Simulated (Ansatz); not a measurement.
Correlation energies of CH6FNOSi (`NC(F)O[SiH3]`) by basis set

Cartesian coordinates in Å:
```
N -1.9492 -0.1719 0.6193
C -0.5803 0.1113 0.6170
F 0.1756 -0.8675 1.3044
O -0.1241 0.1491 -0.6710
Si 1.4867 0.2216 -1.0684
H -2.1484 -1.0126 0.0923
H -2.3150 -0.2467 1.5576
H -0.3734 1.0386 1.1640
H 2.1409 -1.1037 -0.9620
H 1.5111 0.6877 -2.4732
H 2.1760 1.1940 -0.1798
```

Charge 0, multiplicity 1. All single points use the PBE0-D4/def2-TZVP geometry. It is one conformer, not always the lowest. Frozen core, restricted reference, Ansatz. CBS rows extrapolate triple and quadruple zeta; past MP2 they add the triple-zeta difference.

| basis | HF (Eh) | MP2 corr. | CCSD corr. | (T) | CCSD(T) total |
| --- | --- | --- | --- | --- | --- |
| def2-SVP | -558.78221 | -0.77233 | -0.81744 | -0.01894 | -559.61859 |
| def2-TZVPP | -559.21816 | -0.98972 | -1.02443 | -0.03585 | -560.27844 |
| def2-QZVPP | -559.23994 | -1.06907 | – | – | – |
| CBS(def2) | -559.24294 | -1.12785 | -1.16256 | as TZ | -560.44135 |
